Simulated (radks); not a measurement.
Coulomb parameter of the 4d shell of the rhodium ion Rh3+ in the model configuration [Kr] 4d5 5p1, as a second difference U = [E(n + 0.25) + E(n - 0.25) - 2 E(n)] / (0.25)^2 with all orbitals relaxed. "Bare": the charge of the atom changes with n. "Screened": the 5p shell takes up the change at fixed total charge, which measures U(4d,4d) + U(5p,5p) - 2 U(4d,5p). Method: scalar-relativistic Kohn-Sham, r2SCAN, spin-unpolarised, spherical densities, finite nucleus; meta-GGA in the generalised Kohn-Sham scheme; Fermi nuclear charge, rms radius 4.4945 fm; computed with a radial shooting solver on a logarithmic mesh with Libxc functionals.

| case | configuration | E - E(n) (eV) |
|---|---|---|
| start | [Kr] 4d5 5p1 | 0.000 |
| bare +0.25 | [Kr] 4d5.25 5p1 | -10.739 |
| bare -0.25 | [Kr] 4d4.75 5p1 | 11.655 |
| screened +0.25 | [Kr] 4d5.25 5p0.75 | -5.037 |
| screened -0.25 | [Kr] 4d4.75 5p1.25 | 5.213 |

U(bare) = 14.665 eV, U(screened by 5p) = 2.822 eV, against the Slater integral F0(4d,4d) = 18.621 eV with frozen orbitals.
